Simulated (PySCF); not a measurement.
BF2, SMILES [B-](F)F (connectivity only; charge and spin as stated), charge -1, multiplicity 1. Geometry optimised at PBE0-D3(BJ)/def2-TZVPD.

These are PySCF with PBE0-D3(BJ)/def2-TZVPD values and carry that method's errors.

Harmonic wavenumbers (cm⁻¹): 528, 979, 1008. Rotational constants (GHz): 87.87, 10.96, 9.744; symmetry number 2.

Work out the zero-point energy and the ideal-gas rigid-rotor harmonic-oscillator thermochemistry at 298.15 K and 1 atm.

ZPE = ½ Σ hcν = ½ × 2516 cm⁻¹ = 15.05 kJ/mol. H − E(el) = 25.70 kJ/mol. Entropy in J/(mol K): translation 157.23, rotation 82.37, vibration 3.28, total 242.89. G − E(el) = -46.72 kJ/mol. Cp = 41.44 J/(mol K).
